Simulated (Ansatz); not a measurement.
System: BCl, charge 1, multiplicity 2. 
Geometry from a B3LYP-D3(BJ)/def2-TZVP (Ansatz, a first-principles code) optimisation:
```xyz
2

B      0.0000     0.0000    -1.2365
Cl     0.0000     0.0000     0.3637
```
Charge +1, spin multiplicity 2.

Basis-set convergence of Hartree-Fock and CCSD correlation energies (hartree) with Ansatz. Cores are frozen in the correlated levels unless marked. UHF or UKS for open shells. No spin-orbit coupling. Non-relativistic.

```tsv
basis	functions	E(HF)	E(corr, CCSD)
def2-SVPD	47	-483.64478	-0.19868
def2-TZVPPD	88	-483.82787	-0.24930
def2-QZVPPD	142	-483.84135	-0.26774
```

Extrapolating the two largest sets (X = 3 and 4) as X^-3: E(corr) = (64·(-0.26774) - 27·(-0.24930))/37 = -0.2812 Eh, an estimate of the basis-set limit. The largest set recovers 95.2 % of it, the smallest 70.7 %.
